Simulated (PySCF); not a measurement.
H$_{4}$O$_{4}$Ti, singlet, at a GFN2-xTB geometry (such geometries of metal compounds can be far from the true shape); PySCF with BLYP/def2-SV(P).

Here is a job for PySCF.
```python
from pyscf import gto, scf, dft

mol = gto.M(
    atom='''
Ti    0.00000000    0.00000000   -0.00000000
O     1.24544225   -0.58253470   -1.05566096
H     2.18594291   -0.38412089   -1.04907072
O     0.70126705    0.27495552    1.56125498
H     0.42784937    0.88996160    2.24752262
O    -0.68322854    1.49335881   -0.55495166
H    -1.41360157    1.63536595   -1.16350913
O    -1.26348075   -1.18577963    0.04935764
H    -1.20019071   -2.14120665   -0.03494277
''',
    basis='def2-sv(p)',
    verbose=4,
)

mf = dft.RKS(mol)
mf.xc = 'blyp'
mf.kernel()
mf.analyze()
```

The log (banner, timings and long lists left out):

```
PySCF version 2.14.0

[INPUT] verbose = 4
[INPUT] num. atoms = 9
[INPUT] num. electrons = 58
[INPUT] charge = 0
[INPUT] spin (= nelec alpha-beta = 2S) = 0
[INPUT] symmetry False subgroup None
[INPUT] Mole.unit = angstrom
[INPUT] Symbol           X                Y                Z      unit          X                Y                Z       unit  Magmom
[...]
nuclear repulsion = 339.052642804665
number of shells = 42
number of NR pGTOs = 178
number of NR cGTOs = 88
basis = def2-sv(p)
ecp = {}

******** <class 'pyscf.dft.rks.RKS'> ********
method = RKS
initial guess = minao
damping factor = 0
level_shift factor = 0
DIIS = <class 'pyscf.scf.diis.CDIIS'>
diis_start_cycle = 1
diis_space = 8
diis_damp = 0
SCF conv_tol = 1e-09
SCF conv_tol_grad = None
SCF max_cycles = 50
direct_scf = True
direct_scf_tol = 1e-13
XC library pyscf.dft.libxc version 7.1.2
    S. Lehtola, C. Steigemann, M. J. T. Oliveira, and M. A. L. Marques,  SoftwareX 7, 1–5 (2018)
XC functionals = blyp
    A. D. Becke,  Phys. Rev. A 38, 3098 (1988)
    C. Lee, W. Yang, and R. G. Parr,  Phys. Rev. B 37, 785 (1988)
    B. Miehlich, A. Savin, H. Stoll, and H. Preuss,  Chem. Phys. Lett. 157, 200 (1989)
radial grids:
    Treutler-Ahlrichs [JCP 102, 346 (1995); DOI:10.1063/1.469408] (M4) radial grids

becke partition: Becke, JCP 88, 2547 (1988); DOI:10.1063/1.454033
pruning grids: <function nwchem_prune>
grids dens level: 3
symmetrized grids: False
atomic radii adjust function: <function treutler_atomic_radii_adjust>
small_rho_cutoff = 0
Set gradient conv threshold to 3.16228e-05
Initial guess from minao.
tot grids = 116464
init E= -1152.79851596355
[...]
cycle= 1 E= -1151.94880775869  delta_E= 0.85  |g|= 1.82  |ddm|= 3.49

WARN: HOMO -0.0213320799279523 == LUMO -0.0213307029698416

cycle= 2 E= -1140.39845482045  delta_E= 11.6  |g|= 7.71  |ddm|= 5.57
[...]
cycle= 3 E= -1152.14632226675  delta_E= -11.7  |g|= 1.36  |ddm|= 4.62
[...]
cycle= 4 E= -1152.44864578156  delta_E= -0.302  |g|= 0.755  |ddm|= 1.68
[...]
cycle= 5 E= -1152.56039160891  delta_E= -0.112  |g|= 0.216  |ddm|= 0.403
[...]
cycle= 6 E= -1152.56780157895  delta_E= -0.00741  |g|= 0.121  |ddm|= 0.16
[...]
cycle= 7 E= -1152.57088130064  delta_E= -0.00308  |g|= 0.0045  |ddm|= 0.0797
[...]
cycle= 8 E= -1152.57088466126  delta_E= -3.36e-06  |g|= 0.00138  |ddm|= 0.004
[...]
cycle= 9 E= -1152.57088506129  delta_E= -4e-07  |g|= 0.000174  |ddm|= 0.00092
[...]
cycle= 10 E= -1152.57088506709  delta_E= -5.8e-09  |g|= 4.12e-05  |ddm|= 0.000161
[...]
cycle= 11 E= -1152.57088506705  delta_E= 3.73e-11  |g|= 4.37e-05  |ddm|= 5.54e-05
[...]
cycle= 12 E= -1152.5708850674  delta_E= -3.5e-10  |g|= 1.06e-05  |ddm|= 3.38e-05
[...]
Extra cycle  E= -1152.57088506715  delta_E= 2.53e-10  |g|= 3.49e-05  |ddm|= 3.14e-05
converged SCF energy = -1152.57088506715
**** SCF Summaries ****
Total Energy =                       -1152.570885067151266
Nuclear Repulsion Energy =             339.052642804665425
One-electron Energy =                -2258.472569319920240
Two-electron Energy =                  766.849041448103549
Two-electron Coulomb Energy =          844.954435588540491
DFT Exchange-Correlation Energy =      -78.105394140436971
HOMO-LUMO gap [eV] =                     5.060093823035785
**** MO energy ****
[...]
 ** Mulliken pop on meta-lowdin orthogonal AOs  **
 ** Mulliken pop  **
 ** Mulliken atomic charges  **
charge of    0Ti =      1.17036
charge of    1O =     -0.60658
charge of    2H =      0.31399
charge of    3O =     -0.60657
charge of    4H =      0.31398
charge of    5O =     -0.60658
charge of    6H =      0.31399
charge of    7O =     -0.60657
charge of    8H =      0.31398
Dipole moment(X, Y, Z, Debye): -0.00008,  0.00004,  0.00006
```
